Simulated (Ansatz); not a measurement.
Relaxation of CH₆Ga (8 atoms, charge 0, multiplicity 2), to a largest force component of 0.03 eV/Å in at most 50 steps.

Method: UKS r2SCAN/def2-SVP (Ansatz 0.2.0).

```xyz
8
Properties=species:S:1:pos:R:3
Ga -0.051 0.023 -0.260
H -0.056 0.004 2.516
C 1.736 0.023 -1.134
H 2.049 -1.026 -1.276
H 1.705 0.505 -2.126
H 2.500 0.514 -0.512
H -1.384 -0.035 -1.146
H -0.036 -0.007 3.237
```

**Question.** Where does it end, and by what steps?

**Answer.** It converged. After 10 steps the energy has fallen by 0.093 eV; H8 moved furthest, 0.76 Å.

```
step  energy less start (eV)  largest force component (eV/Å)  accepted
   0                  0.0000                           1.807       yes
   1                 -0.0655                           0.084       yes
   2                 -0.0809                           0.061       yes
   3                 -0.0873                           0.038       yes
   4                 -0.0900                           0.050       yes
   5                 -0.0911                           0.099       yes
   6                 -0.0917                           0.095       yes
   7                 -0.0925                           0.081       yes
   8                 -0.0928                           0.069       yes
   9                 -0.0930                           0.044       yes
  10                 -0.0931                           0.022       yes
```

```xyz
8
Properties=species:S:1:pos:R:3
Ga -0.042 0.034 -0.550
H -0.199 0.108 3.227
C 1.786 0.024 -1.329
H 1.973 -0.976 -1.759
H 1.817 0.752 -2.158
H 2.583 0.260 -0.612
H -1.290 -0.264 -1.503
H -0.166 0.061 3.984
```

The run took 33 s on 4 threads of Arm Neoverse N1, on a shared host, peak memory 0.18 GiB.
